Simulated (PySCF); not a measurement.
**Molecular orbitals of SeF⁺**

B3LYP at R = 1.699 Å; PySCF, scalar-relativistic core potentials, basis sets Se cc-pVDZ-PP with ECP10, F cc-pVDZ. State: ³Σ⁻ (triplet), unpaired electrons π ↑↑. Only the outer orbitals are listed, counted within each symmetry, core potentials removing the inner ones.

| spin | orbital | occ. | ε (eV) | on Se (%) | main shells (%) |
| --- | --- | --- | --- | --- | --- |
| α | 5σ | 1 | -41.71 | 10 | 88 F s |
| α | 6σ | 1 | -29.30 | 84 | 84 Se s, 8 F p |
| α | 7σ | 1 | -21.64 | 35 | 62 F p, 26 Se p, 8 Se s |
| α | 3π | 1 | -21.08 | 19 | 81 F p, 17 Se p |
| α | 3π | 1 | -21.08 | 19 | 81 F p, 17 Se p |
| α | 4π | 1 | -16.53 | 83 | 83 Se p, 17 F p |
| α | 4π | 1 | -16.53 | 83 | 83 Se p, 17 F p |
| α | 8σ | 0 | -10.32 | 82 | 74 Se p, 19 F p |
| α | 9σ | 0 | 1.39 | 101 | 97 Se s |
| α | 5π | 0 | 2.06 | 100 | 96 Se p |
| β | 5σ | 1 | -41.18 | 10 | 88 F s |
| β | 6σ | 1 | -27.50 | 79 | 78 Se s, 13 F p |
| β | 7σ | 1 | -21.06 | 39 | 58 F p, 24 Se p, 14 Se s |
| β | 3π | 1 | -20.05 | 13 | 87 F p, 11 Se p |
| β | 3π | 1 | -20.05 | 13 | 87 F p, 11 Se p |
| β | 4π | 0 | -12.84 | 89 | 89 Se p, 11 F p |
| β | 4π | 0 | -12.84 | 89 | 89 Se p, 11 F p |
| β | 8σ | 0 | -9.63 | 84 | 75 Se p, 17 F p |

Which are the highest filled and the lowest empty level, where do they sit, and how wide is the gap?

Highest filled α 4π at -16.53 eV (in %: 83 Se p, 17 F p); lowest empty β 4π at -12.84 eV (in %: 89 Se p, 11 F p); the gap at B3LYP is 3.69 eV. Both belong to one degenerate shell, split only by its one-sided filling, so this is no excitation gap.

* bond order (Mayer): 1.31
* ⟨S²⟩: 2.003
* charge on Se (Mulliken, basis-dependent): 1.13
* charge on Se (Löwdin, basis-dependent): 1.15
* dipole moment (positive dipole points towards F; it is taken about the centre of mass and depends on that origin): -2.12 D
* polarisability along the bond: 20.1 bohr³
* polarisability across the bond: 10.4 bohr³

Shares are Mulliken populations and can fall outside 0 to 100 %.

Spin–orbit coupling is left out. The state is the lowest determinant that a PBE0 search found; another state may lie lower at other levels.
